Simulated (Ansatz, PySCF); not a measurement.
Process, species as SMILES: O[SiH2]O [dihydroxysilane] → O[SiH-]O + H+
Structures are relaxed separately at B3LYP-D3(BJ)/def2-TZVP in Ansatz (a quantum-chemistry and plane-wave program), one conformer each, not searched for the lowest. Frequencies are from Ansatz or PySCF.

Property: gas-phase deprotonation energy (enthalpy at 298 K, with B3LYP-D3(BJ) rigid-rotor harmonic-oscillator terms), in kcal/mol. Correlated levels leave the core frozen unless marked. No spin-orbit coupling. No relativistic terms. Anions need diffuse functions: aug- sets have them; def2-D sets add few; the other sets have none. CBS(X,Y): correlation extrapolated as X^-3; Hartree-Fock from the larger set.

CCSD(T)/CBS(aug-cc-pV(T+d)Z,aug-cc-pV(Q+d)Z) (Ansatz) gives 383.3 kcal/mol.

### Question
Another calculation gave 380.3 kcal/mol. Which level was it?
A. B97M-V/def2-TZVPD (Ansatz)
B. PBE/def2-TZVPD (Ansatz)
C. PBE-QIDH/def2-TZVPD (Ansatz)
D. SVWN5/def2-TZVPD (Ansatz)

### Answer
A, B97M-V/def2-TZVPD (Ansatz). The others give 385.0 (PBE-QIDH), 369.2 (SVWN5), 375.6 (PBE) kcal/mol.
